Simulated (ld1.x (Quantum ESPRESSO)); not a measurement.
An all-electron radial function and its pseudo partner (C (Z = 6))

Columns: radius, all-electron u(r) and pseudo u(r) of the 2s shell (level -13.78 eV) of carbon in the configuration [He] 2s2 2p2; PW91, non-relativistic, RRKJ scheme, ld1.x (Quantum ESPRESSO) 7.5.

| r (bohr) | all-electron | pseudo |
| --- | --- | --- |
| 0.080 | 0.3031 | -0.0214 |
| 0.160 | 0.3453 | -0.0506 |
| 0.240 | 0.2583 | -0.0938 |
| 0.320 | 0.1144 | -0.1540 |
| 0.400 | -0.0471 | -0.2308 |
| 0.480 | -0.2047 | -0.3201 |
| 0.560 | -0.3475 | -0.4157 |
| 0.640 | -0.4710 | -0.5099 |
| 0.720 | -0.5740 | -0.5959 |
| 0.800 | -0.6566 | -0.6688 |
| 0.880 | -0.7201 | -0.7264 |
| 0.960 | -0.7661 | -0.7686 |
| 1.040 | -0.7966 | -0.7972 |
| 1.120 | -0.8140 | -0.8141 |
| 1.200 | -0.8204 | -0.8204 |
| 1.280 | -0.8175 | -0.8175 |
| 1.360 | -0.8071 | -0.8071 |
| 1.440 | -0.7907 | -0.7907 |
| 1.520 | -0.7697 | -0.7697 |
| 1.600 | -0.7452 | -0.7452 |
| 1.680 | -0.7181 | -0.7181 |
| 1.760 | -0.6892 | -0.6892 |
| 1.840 | -0.6591 | -0.6591 |
| 1.920 | -0.6284 | -0.6284 |
| 2.000 | -0.5975 | -0.5975 |
| 2.080 | -0.5668 | -0.5668 |

Task: How many radial nodes do the two functions have?

Result: The all-electron 2s function has n − l − 1 = 1; the pseudo-wave has 0, since the states of the same l below it are removed with the core.

Task: At about which radius was the pseudo-wave matched?

Result: 1.15 bohr, where the columns begin to agree (steps of 0.08 bohr).

Task: Where does each function peak?

Result: Outermost all-electron maximum near 1.20 bohr, pseudo maximum near 1.20 bohr (to the table’s step).

Task: Is the pseudo-wave norm-conserving?

Result: Yes: the RRKJ scheme keeps the norm inside the radius equal to the all-electron one, which fixes the energy derivative of the logarithmic derivative at the level.
